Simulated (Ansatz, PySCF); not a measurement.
Gas-phase reaction in SMILES: N[SiH2]N[SiH3] -> [SiH3] (SiH3) + [NH][SiH2]N (the N-Si bond at the site shown breaks; other sites are not compared here)
Each molecule is optimised on its own at B3LYP-D3(BJ)/def2-TZVP (Ansatz, a first-principles code), one conformer each, not searched for the lowest. Frequencies are from Ansatz or PySCF.
Geometry of the first species:
SMILES: N[SiH2]N[SiH3]
```xyz
12

N      2.2216     0.9187    -0.0011
Si     1.0984    -0.3576    -0.2317
N     -0.3869     0.0113     0.5648
Si    -2.0129    -0.1240    -0.0083
H      2.0493     1.8538    -0.3341
H      3.2059     0.7277     0.0922
H      1.7970    -1.5497     0.3087
H      0.6933    -0.6302    -1.6328
H     -0.2888     0.2867     1.5341
H     -1.9949    -0.0504    -1.4854
H     -2.8255     0.9869     0.5454
H     -2.6764    -1.3935     0.3853
```

Quantity: bond dissociation energy (enthalpy at 298 K, with B3LYP-D3(BJ) rigid-rotor harmonic-oscillator terms), in eV. Correlated levels leave the core frozen unless marked. UHF or UKS for open shells. Spin-orbit coupling is left out. Non-relativistic. Basis-set limits of correlation are two-point, X^-3; Hartree-Fock from the larger set.

CCSD(T)/CBS(cc-pV(T+d)Z,cc-pV(Q+d)Z) (Ansatz) gives 4.80 eV.

Problem. Another calculation gave 4.65 eV. Which level was it?
(A) B2GP-PLYP/def2-TZVPD (Ansatz)
(B) LC-wPBE/def2-TZVPD (Ansatz)
(C) BLYP/def2-TZVPD (Ansatz)
(D) r2SCAN0/def2-TZVPD (Ansatz)

Solution. A, B2GP-PLYP/def2-TZVPD (Ansatz). The others give 4.54 (LC-wPBE), 4.20 (BLYP), 4.39 (r2SCAN0) eV.
